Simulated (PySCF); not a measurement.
Se(Br)(Me) (CH3BrSe), SMILES [Se](C)Br. Heavy atoms are numbered as in [Se:1]([Br:2])[CH3:3]. Hydrogens are named by the atom that carries them.

Geometry: B3LYP-D3(BJ)/def2-SVP.

The numbers are results of B3LYP/pcSseg-1 in PySCF, not measurements.

GIAO shieldings, no solvent; atoms alike by connectivity are averaged. δ = σ(ref) − σ: ⁷⁷Se against Me2Se (σ = 1647.9 ppm); ¹³C against TMS (σ = 181.3 ppm); ¹H against TMS (σ = 31.68 ppm), references at their B3LYP-D3(BJ)/def2-TZVP geometries, non-relativistic (without spin–orbit terms, shifts of atoms bonded to Cl or Br come out too high).

```tsv
nucleus	atoms	count	δ (ppm)
⁷⁷Se	Se1	1	1078.2
¹³C	C3 (CH3)	1	32.7
¹H	H on C3	3	2.97
```
